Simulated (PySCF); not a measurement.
H6O2P2Sn. Atoms are numbered in the order given.

```xyz
11

O      0.2600     1.5938     1.4000
Sn     0.0000     0.0000     0.2161
O     -0.2600    -1.5938     1.4000
P      2.2304    -0.1006    -0.9929
P     -2.2304     0.1006    -0.9929
H     -0.4984     1.7317     1.9858
H      0.4984    -1.7317     1.9858
H      1.6542    -0.8362    -2.0769
H      1.9787     1.1613    -1.6178
H     -1.9787    -1.1613    -1.6178
H     -1.6542     0.8362    -2.0769
```
Charge 0, spin multiplicity 1.

Geometry: B3LYP-D3(BJ)/def2-SVP. The structure was generated by enumeration; whether it is a known compound was not checked. The def2 effective core potentials stand for the cores of Sn; spin–orbit coupling is left out. The values are those of a single conformer.

Level of theory: M06-2X/def2-TZVP (PySCF).

Symmetry labels are those of the subgroup C2 that the program uses (full group C2).

Computed valence orbital energies around the gap with their symmetry:
```json
[
 {"orbital": "HOMO−7", "symmetry": "A", "energy (eV)": "-12.35"},
 {"orbital": "HOMO−6", "symmetry": "B", "energy (eV)": "-11.41"},
 {"orbital": "HOMO−5", "symmetry": "A", "energy (eV)": "-11.07"},
 {"orbital": "HOMO−4", "symmetry": "B", "energy (eV)": "-10.45"},
 {"orbital": "HOMO−3", "symmetry": "A", "energy (eV)": "-10.19"},
 {"orbital": "HOMO−2", "symmetry": "B", "energy (eV)": "-10.17"},
 {"orbital": "HOMO−1", "symmetry": "A", "energy (eV)": "-9.72"},
 {"orbital": "HOMO", "symmetry": "B", "energy (eV)": "-8.24"},
 {"orbital": "LUMO", "symmetry": "A", "energy (eV)": "-0.64"},
 {"orbital": "LUMO+1", "symmetry": "B", "energy (eV)": "0.36"},
 {"orbital": "LUMO+2", "symmetry": "A", "energy (eV)": "0.49"},
 {"orbital": "LUMO+3", "symmetry": "A", "energy (eV)": "1.06"}
]
```
